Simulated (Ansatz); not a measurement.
diiodomethane (SMILES ICI) moved off its minimum; all values from Ansatz (a first-principles code), cores frozen in correlated methods. Elements past Kr take the def2 small-core potentials, without spin–orbit coupling.
(charge 0, multiplicity 1)
```xyz
5

I     -1.9354     0.1654    -0.0566
C      0.0304    -0.9503    -0.1392
I      1.7909     0.0420    -0.1216
H      0.0004    -1.6590     0.8468
H      0.0185    -1.7700    -0.8292
```

Forces at MP2/def2-TZVPPD (eV/Å):

```json
[
 {"atom": "I1", "Fx": "1.493", "Fy": "-0.758", "Fz": "-0.258"},
 {"atom": "C2", "Fx": "-2.242", "Fy": "-2.776", "Fz": "3.593"},
 {"atom": "I3", "Fx": "1.133", "Fy": "0.953", "Fz": "-0.167"},
 {"atom": "H4", "Fx": "-0.073", "Fy": "2.243", "Fz": "-1.888"},
 {"atom": "H5", "Fx": "-0.311", "Fy": "0.338", "Fz": "-1.280"}
]
```

### Question
Give the forces (eV/Å), the total energy and the dipole at CCSD(T)/def2-TZVPPD.

### Answer

```tsv
atom	Fx	Fy	Fz
I1	1.286	-0.652	-0.249
C2	-2.226	-2.892	3.517
I3	1.318	1.041	-0.164
H4	-0.072	2.187	-1.816
H5	-0.306	0.318	-1.287
```
Energy -632.8503 hartree, dipole 1.11 D.
